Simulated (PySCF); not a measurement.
J couplings in 2,1,3-benzoselenadiazole

Geometry:
| atom | x (Å) | y (Å) | z (Å) |
| --- | --- | --- | --- |
| C1 | -1.529 | -0.768 | 0.052 |
| C2 | -1.524 | 0.663 | -0.035 |
| C3 | -0.360 | 1.378 | -0.046 |
| C4 | 0.882 | 0.674 | 0.032 |
| N5 | 2.075 | 1.249 | 0.031 |
| Se6 | 3.271 | -0.059 | 0.143 |
| N7 | 2.067 | -1.364 | 0.188 |
| C8 | 0.877 | -0.786 | 0.120 |
| C9 | -0.369 | -1.486 | 0.128 |
| H10 | -2.489 | -1.289 | 0.057 |
| H11 | -2.481 | 1.187 | -0.094 |
| H12 | -0.345 | 2.467 | -0.112 |
| H13 | -0.361 | -2.575 | 0.194 |

Indirect spin–spin couplings were computed at B3LYP/pcJ-1 (pcSseg-1 on Se) (without the spin–dipole term) (PySCF) on a PBE0-D3(BJ)/def2-SVP structure, for the isolated molecule, without vibrational or relativistic corrections. Couplings are averaged over pairs made equivalent by symmetry, fast rotation or ring inversion, so a value needn't be that of the named pair in this geometry, while other rotamers aren't included; one pair stands for each set, and the list holds those of at least 1.5 Hz over up to four bonds, among pairs with at least one H atom (others weren't computed).

Isotopes: 13C, 1H.

| pair | bonds | J (Hz) |
| --- | --- | --- |
| C1, H10 | 1 | 168.7 |
| C3, H12 | 1 | 175.8 |
| C1, H11 | 2 | 2.3 |
| C1, H12 | 3 | 10.0 |
| C3, H10 | 3 | ? |
| C4, H11 | 3 | 11.3 |
| C4, H13 | 3 | ? |
| H10, H11 | 3 | 7.4 |
| H10, H13 | 3 | ? |
| C3, H13 | 4 | -2.1 |

Estimate the withheld couplings, with signs.

## Answers


- 3J(C3,H10) = 8.4 Hz (dihedral angle 180°)
- 3J(C4,H13) = 5.3 Hz (dihedral angle 180°)
- 3J(H10,H13) = 10.3 Hz (dihedral angle 0°)

Relativistic effects of the heavier atoms present are left out.
